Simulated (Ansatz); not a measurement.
Molecule (SMILES): FSF.
Geometry (B3LYP-D3(BJ)/def2-TZVP, fixed):
```
S
F 1 1.6052
F 1 1.6052 2 98.75
```

Basis-set convergence of the dipole moment at PBE with Ansatz (a quantum-chemistry and plane-wave program). Dipoles come from the density behind the forces; the sign is taken along the dipole that this method gives in the largest set. Cartesian d functions, on some or all atoms, in 6-31G**, 6-311G**; all else is spherical. The program fits the integrals of some runs and decomposes those of others, by size. No added dispersion term, no relativity. Reference: the value in aug-pcseg-3, 0.882 D, itself unsure by roughly 0.001 D (its mean distance from aug-cc-pV(Q+d)Z, def2-QZVPPD). Deviations are taken from unrounded values.

| basis | functions | dipole moment (D) | minus reference (D) |
|---|---|---|---|
| STO-3G | 19 | 0.320 | -0.562 |
| pcseg-0 | 31 | 1.348 | 0.465 |
| 6-31G** | 49 | 0.974 | 0.092 |
| cc-pV(D+d)Z | 51 | 1.080 | 0.198 |
| 6-311G** | 63 | 1.291 | 0.409 |
| aug-cc-pV(D+d)Z | 78 | 0.897 | 0.015 |
| 6-311++G(2d,2p) | 89 | 1.009 | 0.127 |
| def2-TZVP | 99 | 0.984 | 0.102 |
| def2-TZVPP | 104 | 0.982 | 0.100 |
| def2-TZVPD | 126 | 0.884 | 0.002 |
| aug-pcseg-2 | 142 | 0.894 | 0.012 |
| aug-cc-pV(Q+d)Z | 249 | 0.884 | 0.002 |
| aug-pcseg-3 | 259 | 0.882 | 0.000 |

The smallest set listed that lies within 0.02 D of the reference with all its larger relatives (same family, alike in diffuse functions; a set with none counts only in the reference's own line) is aug-cc-pV(D+d)Z (78 functions, 0.015 D off). (Relatives not listed, tested too: jun-cc-pV(T+d)Z 0.005, def2-TZVPPD 0.002, aug-cc-pV(T+d)Z 0.004, def2-QZVPPD -0.001 D.)
